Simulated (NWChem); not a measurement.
Species: WNH₂SOF; SMILES [NH]=[W](=[O])([F])[SH]

```xyz
7

W     -0.0272    -0.2143     0.0189
O     -0.9092    -0.5897     1.4202
N     -0.9845    -0.5746    -1.3937
H     -1.8513    -0.9254    -1.7941
F      1.5725    -1.1869    -0.0613
S      0.2308     2.1197     0.0403
H      0.1876     2.2901    -1.3003
```
Atoms are numbered in this order, from 1.

Computed with NWChem. Coordinates come from a PBE0/def2-SVP optimisation. Not confirmed as a minimum by frequencies. def2 effective core potentials on W; no spin-orbit coupling.

Problem. Taking PBE/def2-TZVPP as the yardstick, which of these has the fewest basis functions while keeping “highest occupied level (eV)” within 0.05 eV of it: PBE/def2-TZVP; PBE/def2-SVP; PBE/def2-SVPD?

Solution. PBE/def2-TZVP.
| level | basis functions | highest occupied level (eV) |
|---|---|---|
| PBE/def2-SVP | 102 | -6.89 |
| PBE/def2-SVPD | 144 | -7.07 |
| PBE/def2-TZVP | 182 | -6.99 |
| PBE/def2-TZVPP | 219 | -6.98 |

The yardstick is one finite set, not the basis-set limit.
